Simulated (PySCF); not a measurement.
A side-by-side comparison of computed properties.

First species: CH7NO2Si2.
Cartesian coordinates in Å at the GFN2-xTB level; atoms count from 1:
```xyz
13
CH7NO2Si2 angstrom
N     -1.6946   -0.8423   -0.2689
Si    -0.6323    0.0909    0.7053
C     -1.0454    1.9093    0.2681
O     -2.1316    2.4087    0.4257
O      0.8987   -0.1938    0.2746
Si     2.1821   -0.7381   -0.5534
H     -2.6630   -0.5710   -0.3264
H     -1.6086   -1.8465   -0.2822
H     -0.6450   -0.1160    2.1538
H     -0.2238    2.5354   -0.1462
H      3.2952   -0.5983    0.3813
H      1.9286   -2.1346   -0.9065
H      2.3352    0.0969   -1.7428
```

Second species: CH₇NO₂Si₂.
SMILES: `N[Si@@H]1OC[SiH2]O1`

Levels: CAM-B3LYP/def2-SVPD for HOMO energy, LUMO energy, HOMO–LUMO gap and static isotropic polarisability; TDDFT CAM-B3LYP/def2-SVPD for lowest singlet excitation; TDA CAM-B3LYP/def2-SVPD for lowest triplet excitation (Tamm–Dancoff). Geometries: GFN2-xTB. Each structure is a single optimised conformer of the isolated species, non-relativistic unless stated. Electronic properties by PySCF.

Dipoles, sizes and rotational constants follow the conformer. The torsions of the flexible species, by atom-mapped SMILES:
- `[NH2:1][Si@H:2]([CH:3]=[O:4])[O:5][SiH3:6]`: N1–Si2–C3–O4 60°, N1–Si2–O5–Si6 9°, H–N1–Si2–C3 -45°, H–N1–Si2–C3 174°

The conformers of `N[Si@@H]1OC[SiH2]O1` aren't listed.

```
                                property  column X  column Y
                             HOMO energy  -9.21 eV  -8.30 eV
                             LUMO energy   0.87 eV  -0.39 eV
                           HOMO–LUMO gap  10.08 eV   7.91 eV
               lowest singlet excitation   6.90 eV   3.14 eV
lowest triplet excitation (Tamm–Dancoff)   6.50 eV   2.46 eV
         static isotropic polarisability   70.4 au   75.3 au
```

(1) Which column belongs to which species?

(2) How does each property change from the first species to the second?

Answers

(1) Column X is the second species and column Y the first. The first has 13 atoms and 64 electrons, the second 13 and 64.

(2) HOMO energy -0.91 eV; LUMO energy +1.26 eV; HOMO–LUMO gap +2.17 eV; lowest singlet excitation +3.76 eV; lowest triplet excitation (Tamm–Dancoff) +4.04 eV; static isotropic polarisability -4.9 au.

On the first: S1 lies 4.77 eV below the HOMO–LUMO gap; its leading configuration is HOMO→LUMO, weight 0.92. 1 of the 8 computed singlets lies in the visible range (750 to 380 nm, 1.65 to 3.26 eV), with an oscillator strength of 0.001.

On the second: The polarisability is 10.43 Å³ as a volume (1 au = 0.148185 Å³), or 1.10 au for each of the 64 electrons. The vertical singlet–triplet gap S1 − T1 is 0.40 eV (TDDFT singlet less Tamm–Dancoff triplet; S1: HOMO→LUMO, weight 0.58; T1: HOMO→LUMO, weight 0.51).
